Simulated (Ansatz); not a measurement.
`CC(Cl)[SiH2]N` + `N[SiH](O)S` → `N[SiH2]S[SiH](N)O` + `CCCl`  (ligand exchange at the Si–C bond)

Calculated with Ansatz (gas phase, PBE0-D4/def2-TZVP geometries, no zero-point term in ΔE). CCSD(T)/CBS adds triple-zeta CCSD(T) − MP2 to the extrapolated MP2 energy (def2 sets, frozen cores). Functionals use def2-TZVPP. B3LYP here is the variant with VWN-RPA as its local correlation; programs differ in this. One conformer a species, not always the lowest.

`CC(Cl)[SiH2]N`:

Z-matrix (Å, degrees):
```
C
C 1 1.512
H 1 1.092 2 111.6
H 1 1.092 2 111.0 3 -120.7
H 1 1.095 2 109.5 3 119.9
Cl 2 1.808 1 110.0 3 57.3
Si 2 1.895 1 114.7 3 176.2
H 2 1.093 1 110.7 3 -58.2
N 7 1.710 2 114.1 1 -61.1
H 7 1.484 2 106.8 1 176.7
H 7 1.490 2 107.7 1 57.4
H 9 1.006 7 120.9 2 87.5
H 9 1.007 7 120.7 2 -61.6
```

`N[SiH](O)S`:

```xyz
9

N     0.300   -1.008    0.974
Si    0.217    0.232   -0.178
O     0.146    1.725    0.508
S    -1.584    0.055   -1.315
H     1.177   -1.247    1.409
H    -0.486   -1.217    1.568
H     1.420    0.107   -1.036
H     0.049    2.479   -0.076
H    -1.240   -1.127   -1.854
```

`N[SiH2]S[SiH](N)O`:

Z-matrix (Å, degrees):
```
Si
S 1 2.115
N 1 1.743 2 109.2
H 1 1.485 2 113.4 3 115.9
H 1 1.486 2 105.8 3 -123.7
Si 2 2.176 1 99.5 3 -59.4
H 3 1.011 1 116.7 2 160.3
H 3 1.011 1 117.2 2 -66.6
N 6 1.694 2 111.1 1 165.4
O 6 1.626 2 108.0 1 44.4
H 6 1.482 2 107.4 1 -78.3
H 9 1.006 6 120.9 2 90.5
H 9 1.006 6 122.4 2 -64.9
H 10 0.978 6 115.1 2 -19.7
```

`CCCl`:

Cartesian coordinates in Å:
```
C 0.218 -0.576 -0.507
C -0.342 0.485 0.406
Cl 0.951 1.297 1.335
H -0.598 -1.052 -1.060
H 0.743 -1.344 0.062
H 0.915 -0.144 -1.227
H -1.030 0.067 1.140
H -0.857 1.268 -0.149
```

Is it downhill or uphill in electronic energy at CCSD(T)/CBS, and by how much? (Best estimate.)

Computed: Downhill: ΔE = -0.96 eV.

What do these levels give: PBE, r2SCAN, B3LYP, CCSD/def2-TZVPP, HF/def2-QZVPP, HF/CBS(def2)? (Best estimate.)

The calculation gave: PBE -1.02, r2SCAN -1.02, B3LYP -0.95, CCSD/def2-TZVPP -0.92, HF/def2-QZVPP -0.88, HF/CBS(def2) -0.88 eV.

Largest T1 diagnostic among the species: 0.012.

The D4 term adds −0.03 eV with B3LYP and −0.02 eV with PBE0; it sums over pairs of atoms, weighted by their polarisabilities, and B3LYP, whose exchange is more repulsive, gets the larger term. In def2-TZVPP, CCSD(T) changes the Hartree–Fock value by −0.06 eV (the triples alone add −0.03 eV) and MP2 by −0.11 eV.
